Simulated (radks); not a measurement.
S I, configuration [Ne] 3s2 3p4.

All-electron calculation, scalar-relativistic Kohn-Sham, SCAN, spin-polarised, spherical densities, finite nucleus; open shells are filled with parallel spins first; meta-GGA in the generalised Kohn-Sham scheme; Fermi nuclear charge, rms radius 3.2611 fm. Program: a radial shooting solver on a logarithmic mesh with Libxc functionals.

Energy parts (hartree):
total: -399.27744
kinetic: 400.82101
electron-nucleus: -951.87089
Hartree: 177.49662
exchange-correlation: -25.72418

Orbitals (lengths in bohr, moments of r in powers of bohr; r(max) is where P^2 peaks):
orbital,occ.,eigenvalue (hartree),r(max)
1s up,1,-88.91042,0.06332
1s down,1,-88.89628,0.06331
2s up,1,-7.95839,0.3874
2s down,1,-7.95041,0.3877
2p up,3,-5.85714,0.3260
2p down,3,-5.84133,0.3265
3s up,1,-0.69922,1.415
3s down,1,-0.60738,1.418
3p up,3,-0.29898,1.599
3p down,1,-0.21581,1.614

The highest occupied level is 3p down at -5.873 eV. The spin density at the nucleus is 0.1775 e/bohr^3 (1s -0.2733, 2s 0.2798, 3s 0.1709). The density falls to 0.001 e/bohr^3 at r = 4.05 bohr.
